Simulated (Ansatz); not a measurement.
Basis-set extrapolation for AlFH4O4Si (`O[Si](O)(O)[O][AlH][F]`) (PBE0-D4/def2-TZVP geometry, frozen core, the Gaussian-basis code of Ansatz). Multiplicity 1, RHF reference.

```tsv
	def2-TZVPP	def2-QZVPP
HF	-932.660300	-932.697987
MP2 correlation	-1.386647	-1.506041
CCSD(T) correlation	-1.448324	not run
```

Energies in hartree. Use E(X) = E(∞) + A·exp(−7.88·√X) for Hartree–Fock and E(X) = E(∞) + B·X^(−2.97) for correlation, with X = 3 and 4, and add CCSD(T) minus MP2 of the smaller set to the MP2 limit.

Q: What is the CCSD(T) energy at the basis-set limit?

A: HF limit: -932.697987 + (-0.037687) × 0.13774 = -932.70318. MP2 limit: -1.506041 + (-0.119394) × 0.74074 = -1.59448. Higher-order term: -1.448324 − (-1.386647) = -0.06168. Total: -934.35934 hartree, 658.3 kJ/mol below CCSD(T)/def2-TZVPP.
